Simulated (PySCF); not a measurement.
PySCF input for methyl pivalate (C6H12O2), SMILES CC(C)(C(=O)OC)C, TDA-PBE0/def2-SVP. Geometry optimised at PBE0-D3(BJ)/def2-SVP.

```python
import numpy as np
from pyscf import gto, scf, dft, tdscf

mol = gto.M(
    atom='''
    C     0.25907858    2.71227864    0.00000000
    O     0.61644008    1.34279744   -0.00000000
    C    -0.40198649    0.47082861    0.00000000
    O    -1.55370460    0.81973745   -0.00000000
    C     0.09116515   -0.97111626   -0.00000000
    C     0.94313430   -1.19795813   -1.25500180
    C     0.94313430   -1.19795813    1.25500181
    C    -1.11774661   -1.90074339   -0.00000000
    H    -0.33582373    2.96296064    0.89085558
    H    -0.33582373    2.96296064   -0.89085558
    H     1.19848380    3.27751195    0.00000000
    H     1.30469110   -2.23775171   -1.27763740
    H     0.35667589   -1.02481817   -2.17067723
    H     1.81337247   -0.52699155   -1.27038473
    H     1.30469109   -2.23775170    1.27763741
    H     0.35667588   -1.02481816    2.17067722
    H     1.81337247   -0.52699155    1.27038474
    H    -0.78507722   -2.94987756   -0.00000000
    H    -1.74689863   -1.73334999   -0.88578688
    H    -1.74689863   -1.73334999    0.88578688
    ''',
    basis='def2-SVP',
    charge=0,
    spin=0,
    symmetry=True,
    max_memory=1600,
    verbose=4,
)
mf = dft.RKS(mol, xc='pbe0').density_fit(auxbasis='def2-universal-jkfit')
mf.grids.level = 3
mf.conv_tol = 1e-9
mf.max_cycle = 100
mf.kernel()
mf.grids = dft.Grids(mol).set(level=1).build(with_non0tab=True)  # coarser grid for the response kernel
td = tdscf.TDA(mf)
td.singlet = True
td.nstates = 10
td.conv_tol = 1e-4
td.positive_eig_threshold = 1e-6
td.kernel(x0=td.get_init_guess(mf, 15))
td.analyze()
tt = tdscf.TDA(mf)
tt.singlet = False
tt.nstates = 4
tt.conv_tol = 1e-4
tt.positive_eig_threshold = 1e-6
tt.kernel(x0=tt.get_init_guess(mf, 9))
tt.analyze(verbose=3)
```

It prints:

```
PySCF version 2.14.0

[INPUT] verbose = 4
[INPUT] num. atoms = 20
[INPUT] num. electrons = 64
[INPUT] charge = 0
[INPUT] spin (= nelec alpha-beta = 2S) = 0
[INPUT] symmetry True subgroup None
[INPUT] Mole.unit = angstrom
[INPUT] Symbol           X                Y                Z      unit          X                Y                Z       unit  Magmom
[INPUT]  1 C      0.259078580000   2.712278640000   0.000000000000 AA    0.489587560941   5.125463803108   0.000000000000 Bohr   0.0
[INPUT]  2 O      0.616440080000   1.342797440000   0.000000000000 AA    1.164902923405   2.537519402367   0.000000000000 Bohr   0.0
[INPUT]  3 C     -0.401986490000   0.470828610000   0.000000000000 AA   -0.759644371875   0.889737124510   0.000000000000 Bohr   0.0
[INPUT]  4 O     -1.553704600000   0.819737450000   0.000000000000 AA   -2.936076172477   1.549079274549   0.000000000000 Bohr   0.0
[INPUT]  5 C      0.091165150000  -0.971116260000   0.000000000000 AA    0.172277165605  -1.835143766512   0.000000000000 Bohr   0.0
[INPUT]  6 C      0.943134300000  -1.197958130000  -1.255001800000 AA    1.782265525683  -2.263812774396  -2.371609687836 Bohr   0.0
[INPUT]  7 C      0.943134300000  -1.197958130000   1.255001810000 AA    1.782265525683  -2.263812774396   2.371609706733 Bohr   0.0
[INPUT]  8 C     -1.117746610000  -1.900743390000   0.000000000000 AA   -2.112234969561  -3.591884440177   0.000000000000 Bohr   0.0
[INPUT]  9 H     -0.335823730000   2.962960640000   0.890855580000 AA   -0.634614875830   5.599184127466   1.683473062741 Bohr   0.0
[INPUT] 10 H     -0.335823730000   2.962960640000  -0.890855580000 AA   -0.634614875830   5.599184127466  -1.683473062741 Bohr   0.0
[INPUT] 11 H      1.198483800000   3.277511950000   0.000000000000 AA    2.264806146728   6.193599955489   0.000000000000 Bohr   0.0
[INPUT] 12 H      1.304691100000  -2.237751710000  -1.277637400000 AA    2.465508856158  -4.228737866677  -2.414384772501 Bohr   0.0
[INPUT] 13 H      0.356675890000  -1.024818170000  -2.170677230000 AA    0.674019747335  -1.936625668778  -4.101985469530 Bohr   0.0
[INPUT] 14 H      1.813372470000  -0.526991550000  -1.270384730000 AA    3.426777330126  -0.995869699460  -2.400679212530 Bohr   0.0
[INPUT] 15 H      1.304691090000  -2.237751700000   1.277637410000 AA    2.465508837260  -4.228737847780   2.414384791399 Bohr   0.0
[INPUT] 16 H      0.356675880000  -1.024818160000   2.170677220000 AA    0.674019728438  -1.936625649881   4.101985450632 Bohr   0.0
[INPUT] 17 H      1.813372470000  -0.526991550000   1.270384740000 AA    3.426777330126  -0.995869699460   2.400679231427 Bohr   0.0
[INPUT] 18 H     -0.785077220000  -2.949877560000   0.000000000000 AA   -1.483580932435  -5.574460689400   0.000000000000 Bohr   0.0
[INPUT] 19 H     -1.746898630000  -1.733349990000  -0.885786880000 AA   -3.301159978078  -3.275556759118  -1.673894607933 Bohr   0.0
[INPUT] 20 H     -1.746898630000  -1.733349990000   0.885786880000 AA   -3.301159978078  -3.275556759118   1.673894607933 Bohr   0.0

nuclear repulsion = 412.565087228462
point group symmetry = Cs
symmetry origin: [-5.90539381e-10  2.95269725e-10  2.06688797e-09]
symmetry axis x: [ 1.00000000e+00 -3.65135393e-10  2.20107623e-09]
symmetry axis y: [-3.65135394e-10 -1.00000000e+00  4.29635219e-10]
symmetry axis z: [ 2.20107623e-09 -4.29635147e-10 -1.00000000e+00]
num. orbitals of irrep A' = 107
num. orbitals of irrep A" = 65
number of shells = 84
number of NR pGTOs = 276
number of NR cGTOs = 172
basis = def2-SVP
ecp = {}


******** <class 'pyscf.df.df_jk.DFSymAdaptedRKS'> ********
method = DFSymAdaptedRKS
initial guess = minao
damping factor = 0
level_shift factor = 0
DIIS = <class 'pyscf.scf.diis.CDIIS'>
diis_start_cycle = 1
diis_space = 8
diis_damp = 0
SCF conv_tol = 1e-09
SCF conv_tol_grad = None
SCF max_cycles = 100
direct_scf = False
XC library pyscf.dft.libxc version 7.1.2
    S. Lehtola, C. Steigemann, M. J. T. Oliveira, and M. A. L. Marques,  SoftwareX 7, 1–5 (2018)
XC functionals = pbe0
    C. Adamo and V. Barone,  J. Chem. Phys. 110, 6158 (1999)
    M. Ernzerhof and G. E. Scuseria,  J. Chem. Phys. 110, 5029 (1999)
radial grids:
    Treutler-Ahlrichs [JCP 102, 346 (1995); DOI:10.1063/1.469408] (M4) radial grids

becke partition: Becke, JCP 88, 2547 (1988); DOI:10.1063/1.454033
pruning grids: <function nwchem_prune>
grids dens level: 3
symmetrized grids: True
atomic radii adjust function: <function treutler_atomic_radii_adjust>
small_rho_cutoff = 0
Freeze 0 electrons in irreps []
    64 free electrons in irreps A' A"
Set gradient conv threshold to 3.16228e-05
Initial guess from minao.
tot grids = 230568
******** <class 'pyscf.df.df.DF'> ********
auxbasis = def2-universal-jkfit
init E= -386.339252774197
HOMO (A') = -0.356903157596932  LUMO (A") = -0.0670053762582956  gap/eV = 7.88852
cycle= 1 E= -385.444321240313  delta_E= 0.895  |g|= 0.883  |ddm|=  4.4
HOMO (A') = -0.134950724491199  LUMO (A") = 0.0708723083813712  gap/eV = 5.60073
cycle= 2 E= -385.146777476706  delta_E= 0.298  |g|= 1.54  |ddm|= 2.47
HOMO (A') = -0.278853975452729  LUMO (A") = 0.0295342285752147  gap/eV = 8.39167
cycle= 3 E= -385.58802371677  delta_E= -0.441  |g|= 0.263  |ddm|= 1.79
HOMO (A') = -0.278440238186727  LUMO (A") = 0.0207108009779429  gap/eV = 8.14031
cycle= 4 E= -385.601557762887  delta_E= -0.0135  |g|= 0.0735  |ddm|=  0.3
HOMO (A') = -0.28298991917843  LUMO (A") = 0.018662461571568  gap/eV = 8.20838
cycle= 5 E= -385.602428097133  delta_E= -0.00087  |g|= 0.0236  |ddm|= 0.0647
HOMO (A') = -0.281077636105996  LUMO (A") = 0.0213854165511913  gap/eV = 8.23044
cycle= 6 E= -385.602552037686  delta_E= -0.000124  |g|= 0.00465  |ddm|= 0.0261
HOMO (A') = -0.281341929356106  LUMO (A") = 0.0214376894368842  gap/eV = 8.23905
cycle= 7 E= -385.602556639356  delta_E= -4.6e-06  |g|= 0.00134  |ddm|= 0.00582
HOMO (A') = -0.281501323941336  LUMO (A") = 0.0213088702901216  gap/eV = 8.23989
cycle= 8 E= -385.602557035282  delta_E= -3.96e-07  |g|= 0.000316  |ddm|= 0.00173
HOMO (A') = -0.281521722638531  LUMO (A") = 0.0213149128538976  gap/eV = 8.24060
cycle= 9 E= -385.602557056186  delta_E= -2.09e-08  |g|= 6.39e-05  |ddm|= 0.000523
HOMO (A') = -0.281517264663035  LUMO (A") = 0.0213199581985988  gap/eV = 8.24062
cycle= 10 E= -385.602557057102  delta_E= -9.16e-10  |g|= 2.15e-05  |ddm|= 9.72e-05
HOMO (A') = -0.281524880003464  LUMO (A") = 0.0213136639817746  gap/eV = 8.24066
Extra cycle  E= -385.60255705709  delta_E= 1.24e-11  |g|= 2.36e-05  |ddm|= 5.76e-05
converged SCF energy = -385.60255705709
tot grids = 71104
Overwritten attributes  positive_eig_threshold  of <class 'pyscf.tdscf.rks.TDA'>


******** <class 'pyscf.tdscf.rks.TDA'> for <class 'pyscf.df.df_jk.DFSymAdaptedRKS'> ********
nstates = 10 singlet
deg_eia_thresh = 1.000e-03
wfnsym = None
conv_tol = 0.0001
eigh lindep = 1e-12
eigh level_shift = 0
eigh max_cycle = 100


Excitation energies (eV)
[5.91740739 8.23086581 8.40917733 8.41399772 8.74157871 8.77240051
 9.10320824 9.17557342 9.43569583 9.5178322 ]

** Singlet excitation energies and oscillator strengths **
Excited State   1:   A"      5.91741 eV    209.52 nm  f=0.0038
      32 -> 33        0.69942
Excited State   2:   A'      8.23087 eV    150.63 nm  f=0.0036
      31 -> 33        0.26535
      32 -> 34       -0.63261
      32 -> 35       -0.10060
Excited State   3:   A'      8.40918 eV    147.44 nm  f=0.1013
      29 -> 33       -0.29269
      31 -> 33        0.53804
      32 -> 34        0.29580
Excited State   4:   A"      8.41400 eV    147.35 nm  f=0.0045
      28 -> 33        0.25102
      30 -> 33        0.64761
Excited State   5:   A"      8.74158 eV    141.83 nm  f=0.0001
      28 -> 33       -0.64806
      30 -> 33        0.26458
Excited State   6:   A'      8.77240 eV    141.33 nm  f=0.0477
      25 -> 33        0.10356
      29 -> 33        0.61624
      31 -> 33        0.22934
      32 -> 35       -0.15985
Excited State   7:   A'      9.10321 eV    136.20 nm  f=0.0690
      31 -> 33        0.13481
      32 -> 35        0.66600
Excited State   8:   A"      9.17557 eV    135.12 nm  f=0.0078
      31 -> 34        0.67324
      31 -> 35        0.18636
Excited State   9:   A"      9.43570 eV    131.40 nm  f=0.0067
      24 -> 33        0.12393
      26 -> 33       -0.68257
Excited State  10:   A'      9.51783 eV    130.27 nm  f=0.0001
      27 -> 33       -0.69262

** Transition electric dipole moments (AU) **
state          X           Y           Z        Dip. S.      Osc.
  1        -0.0000      0.0000      0.1617      0.0261      0.0038
  2         0.0239     -0.1309     -0.0000      0.0177      0.0036
  3        -0.2554     -0.6530     -0.0000      0.4917      0.1013
  4         0.0000      0.0000     -0.1482      0.0220      0.0045
  5        -0.0000      0.0000      0.0224      0.0005      0.0001
  6        -0.4447      0.1548      0.0000      0.2217      0.0477
  7         0.0833     -0.5500     -0.0000      0.3094      0.0690
  8         0.0000     -0.0000      0.1862      0.0347      0.0078
  9        -0.0000      0.0000      0.1703      0.0290      0.0067
 10        -0.0161     -0.0122     -0.0000      0.0004      0.0001

** Transition velocity dipole moments (imaginary part, AU) **
state          X           Y           Z        Dip. S.      Osc.
  1         0.0000     -0.0000      0.0014      0.0000      0.0000
  2         0.0681     -0.0240      0.0000      0.0052      0.0115
  3         0.0639     -0.1498      0.0000      0.0265      0.0572
  4        -0.0000      0.0000     -0.0171      0.0003      0.0006
  5        -0.0000     -0.0000     -0.0186      0.0003      0.0007
  6        -0.0050      0.0166     -0.0000      0.0003      0.0006
  7         0.0855     -0.1504      0.0000      0.0299      0.0597
  8         0.0000     -0.0000      0.0240      0.0006      0.0011
  9        -0.0000     -0.0000      0.0244      0.0006      0.0011
 10        -0.0419     -0.0158      0.0000      0.0020      0.0038

** Transition magnetic dipole moments (imaginary part, AU) **
state          X           Y           Z
  1         0.8097     -0.2696     -0.0000
  2         0.0000      0.0000      0.6527
  3         0.0000      0.0000     -0.1038
  4        -0.1124     -0.6468      0.0000
  5         0.3664      0.4131      0.0000
  6        -0.0000     -0.0000     -0.0094
  7        -0.0000      0.0000     -0.0047
  8        -0.5412     -0.4962     -0.0000
  9        -0.1526     -0.2176      0.0000
 10         0.0000      0.0000     -0.0880


******** <class 'pyscf.tdscf.rks.TDA'> for <class 'pyscf.df.df_jk.DFSymAdaptedRKS'> ********
nstates = 4 triplet
deg_eia_thresh = 1.000e-03
wfnsym = None
conv_tol = 0.0001
eigh lindep = 1e-12
eigh level_shift = 0
eigh max_cycle = 100


Excitation energies (eV)
[5.29881823 6.16621043 7.90132647 8.02506684]

** Triplet excitation energies and oscillator strengths **
Excited State   1:   A"      5.29882 eV    233.98 nm  f=0.0000
Excited State   2:   A'      6.16621 eV    201.07 nm  f=0.0000
Excited State   3:   A"      7.90133 eV    156.92 nm  f=0.0000
Excited State   4:   A'      8.02507 eV    154.50 nm  f=0.0000
```

The run converged.
